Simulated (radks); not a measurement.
Task: The mean radii <r> (bohr) of the occupied orbitals of an atom or ion are listed with their occupations. Method: scalar-relativistic Kohn-Sham, LDA (Slater exchange, Perdew-Wang correlation), spin-unpolarised, spherical densities, point nucleus; computed with a radial shooting solver on a logarithmic mesh with Libxc functionals.

| orbital | occ. | <r> |
|---|---|---|
| 1s | 2 | 0.03188 |
| 2s | 2 | 0.1385 |
| 2p | 6 | 0.1207 |
| 3s | 2 | 0.3797 |
| 3p | 6 | 0.3789 |
| 3d | 10 | 0.3572 |
| 4s | 2 | 0.9195 |
| 4p | 6 | 0.9914 |
| 4d | 4 | 1.180 |
| 5s | 1 | 2.069 |

Name the element and its charge.

Result: Z = 46, palladium, charge +5: Pd5+ in [Kr] 4d4 5s1. The 1s radius gives Z: for a bare nucleus <r> = (2 gamma + 1)/(2Z) with gamma = sqrt(1 - (Z/c)^2), 0.03135 bohr for Z = 46, and screening makes it slightly larger (0.03188 here). The occupations add up to 41, and the charge is Z minus that.
